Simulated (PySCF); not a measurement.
All of these have the formula C6H7NOS. The calculation used TDDFT PBE0/def2-SVPD, vertical, gas phase, core orbitals frozen in the response (PySCF 2.14.0, density-fitted response routines). Geometries: GFN2-xTB; one conformer of each isolated species. Triplets are in the Tamm–Dancoff approximation.

A. `C1C[C@@H](C=C[S@@]1=O)C#N`
B. `C=CCC(=S)OCC#N`
C. `C[S@@](=O)c1ccccn1`
D. `C[S@](=O)c1cccnc1`

Lowest singlet levels (six at most, fewer where fewer were computed) with oscillator strengths:

1. 407 nm (f 0.000); 244 nm (f 0.020); 234 nm (f 0.165); 226 nm (f 0.002); 219 nm (f 0.129); 204 nm (f 0.032); T1 2.63 eV
2. 274 nm (f 0.018); 224 nm (f 0.009); 216 nm (f 0.017); 200 nm (f 0.010); 192 nm (f 0.018); 186 nm (f 0.002); T1 3.93 eV
3. 265 nm (f 0.018); 259 nm (f 0.012); 247 nm (f 0.042); 242 nm (f 0.018); 214 nm (f 0.023); 207 nm (f 0.019); T1 4.07 eV
4. 285 nm (f 0.018); 258 nm (f 0.024); 252 nm (f 0.017); 232 nm (f 0.012); 218 nm (f 0.083); 212 nm (f 0.007); T1 3.93 eV

Problem. Match each spectrum to its molecule.

Solution. 1 = B, 2 = A, 3 = D, 4 = C.
- A: S1 at 4.53 eV, HOMO→LUMO (96%); Löwdin shares by element: HOMO oxygen 48%, sulfur 30%, carbon 14% or more; LUMO carbon 62% or more, sulfur 13% (atoms not listed hold the other 25%); HOMO -7.09 and LUMO -1.30 eV.
- B: S1 at 3.05 eV, HOMO→LUMO (98%); S1 has the pattern of n→π* at C=S; HOMO -6.79 and LUMO -2.01 eV.
- C: S1 at 4.35 eV, HOMO→LUMO (92%); Löwdin shares by element: HOMO oxygen 45%, sulfur 29%, carbon 13% or more; LUMO carbon 50% or more, nitrogen 22% (atoms not listed hold the other 28%); HOMO -6.84 and LUMO -1.38 eV.
- D: S1 at 4.69 eV, HOMO→LUMO (62%), HOMO-1→LUMO (34%); Löwdin shares by element: HOMO oxygen 42%, sulfur 28%, carbon 14% or more (atoms not listed hold the other 16%); LUMO carbon 53% or more, nitrogen 20% (atoms not listed hold the other 28%); HOMO -7.07 and LUMO -1.23 eV.
